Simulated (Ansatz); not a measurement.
Basis-set extrapolation for F2H4Si2, SMILES `F[SiH2][SiH2]F` (PBE0-D4/def2-TZVP geometry, frozen core, Ansatz). Multiplicity 1, RHF reference.

```
                      def2-TZVPP   def2-QZVPP
                 HF  -779.305863  -779.334284
    MP2 correlation    -0.741732    -0.810189
CCSD(T) correlation    -0.799423    -0.864932
```

Energies in hartree. Use E(X) = E(∞) + A·exp(−7.88·√X) for Hartree–Fock and E(X) = E(∞) + B·X^(−2.97) for correlation, with X = 3 and 4.

Question: What is the CCSD(T) energy at the basis-set limit?

Answer: HF limit: -779.334284 + (-0.028421) × 0.13774 = -779.33820. Correlation limit: -0.864932 + (-0.065509) × 0.74074 = -0.91346. Total: -780.25166 hartree, 384.3 kJ/mol below CCSD(T)/def2-TZVPP.
